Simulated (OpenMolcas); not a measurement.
Mn3+ with its 6 nearest fluoride ions at 1.902 Å, on the Ge site of Cs2GeF6 (a = 9.021 Å, distance in the model lattice 1.804 Å). The rest of the host is ab initio model potentials to 7.6 Å and point charges beyond; the distance is set by hand and nothing relaxes, and no local charge compensation is placed. Ligand basis ANO-RCC-VDZP.

- Program: OpenMolcas
- Method: SS-CASPT2, IPEA 0.25 Eh, imaginary shift 0.1 Eh (closed shells correlated: 3s 3p and the ligand valence shells)
- Basis: ANO-RCC-VTZP [6s5p3d2f1g]
- Scalar Hamiltonian: DKH2, point nucleus
- Active space: 4 electrons in 5 orbitals (3d)
- State averaging: 2S+1 = 5 even, 5 roots; 2S+1 = 3 even, 45 roots; 2S+1 = 1 even, 50 roots
- Spin-orbit coupling: RASSI with atomic mean-field integrals over the reference wave functions

(1) What is the spin-free ground state (labels of O, the rotations of Oh)?

(2) Where is the first state of the same spin?

(3) What are the lowest two levels with spin-orbit coupling?

(4) What is χT at 300 K, and how does it compare with the textbook value?

## Answers

(1) 5E, 2-fold in its orbital part; it has the highest spin that d4 allows.

(2) 5T2 at 16400 cm-1 above the ground state.

(3) A 1-fold level A1, then a 3-fold level T1 16 cm-1 above it. Their leading multiplicities are 5 (99 %) and 5 (99 %).

(4) The lowest level has 2S+1 = 5, for which the spin-only value is χT = S(S+1) / 2 = 3.000 cm3 K/mol (g = 2). The computed 2.954 at 300 K differs by -0.046, through orbital momentum, spin-orbit coupling and any other state in reach.

Roots that are degenerate in the reference are averaged as groups; the widest CASPT2 spread within a group is 400 cm-1 (the 3-fold group of multiplicity 1 near 62700 cm-1 above the lowest state of its run). Shifts and gaps below about the spread of the groups concerned are not significant. Over all roots computed the reference weight is 0.71 to 0.73; a low but even weight reflects the number of correlated electrons. An orbital doublet at a regular site is open to a Jahn-Teller distortion, which this geometry leaves out. This shell can be high or low spin here, a state of another spin lies low, and with metal d orbitals alone active their balance is uncertain, so the ground spin may be wrong. Ligand-to-metal charge-transfer states are missing. These CASPT2 states fit no ligand-field parameters well, so their order and spin gaps are uncertain. With no ligand orbital active B as a rule stays too high, so bands that hang on it stand too high and its fall with covalency is understated. With one d shell and no ligand orbital active, 10Dq can be off by a tenth or more. No measured value stands beside these numbers; the geometry was set by hand and not optimised.
